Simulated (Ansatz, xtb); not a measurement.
## Relative energy of two isomers of C4H7Cl2F

Structure I is `CC(C)(F)C(Cl)Cl`, a singlet and structure II is `C[C@](Cl)(CF)CCl`, a singlet. Both are isolated molecules in the gas phase, relaxed with PBE0-D3(BJ)/def2-SVP; each stands in its lowest conformer found.

**Question.** Estimate E(II) − E(I) at the level CCSD(T)/def2-SVP + ΔMP2/def2-TZVPP.

**Answer.** Too close to call at this level: CCSD(T)/def2-SVP + ΔMP2/def2-TZVPP gives E(II) − E(I) = +0.009 eV.

The same difference at several levels:

```tsv
level	geometry	E(II) − E(I) (eV)	departure from the last row (eV)	job, with rough time for the two
GFN2-xTB	GFN2-xTB	+0.005	−0.004	optimisation, 0.15 s
HF/STO-3G	GFN2-xTB	−0.075	−0.085	single point, 0.4 s
r2SCAN-D4/def2-SVP	GFN2-xTB	+0.046	+0.037	single point, 4.3 s
PBE0-D3(BJ)/def2-SVP	PBE0-D3(BJ)/def2-SVP	+0.014	+0.004	optimisation, 27 s
HF/def2-SVP	PBE0-D3(BJ)/def2-SVP	−0.084	−0.093	part of the CCSD(T) run
MP2/def2-SVP	PBE0-D3(BJ)/def2-SVP	+0.002	−0.007	part of the CCSD(T) run
CCSD(T)/def2-SVP	PBE0-D3(BJ)/def2-SVP	−0.002	−0.011	single point
CCSD(T)/def2-SVP + ΔMP2/def2-TZVPP	PBE0-D3(BJ)/def2-SVP	+0.009		single point, 67 s
```

As drawn, both hold the same kinds of bond in the same numbers. Structure I has 2 methyl groups, II 1.

The largest departure from CCSD(T)/def2-SVP + ΔMP2/def2-TZVPP is that of HF/def2-SVP, 0.093 eV. The last row adds to CCSD(T) the change of the MP2 difference between the two basis sets, here +0.011 eV.

With thermal terms from frequencies at re-optimised GFN2-xTB minima (ideal gas, soft modes damped towards free rotors, one conformer each, 298.15 K, 1 atm): the zero-point term adds +0.019 eV; ΔH is +0.023 and ΔG +0.026 eV.

The correlated steps freeze 15 core orbitals. Mirror images aren't counted in ΔG. Codes used: Ansatz 0.2.0, xtb 6.7.1; the last row on 4 threads of Arm Neoverse V1 on a shared host.
